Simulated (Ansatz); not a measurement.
Q: Name a neutral molecule of B, N, Si and H with HOMO energy (ωB97M-V/def2-TZVPP) between -10.45 and -10.15 eV and HOMO energy (B3LYP/def2-TZVPP) between -7.85 and -7.55 eV (Ansatz, PBE0-D4/def2-TZVP geometry).

A: `BNBN[SiH3]` (-10.23 eV, -7.71 eV). Other molecules can fit too; these were computed, each in one conformer that needn't be the lowest.

B3LYP here is the variant with VWN-RPA as its local correlation; programs differ in this.
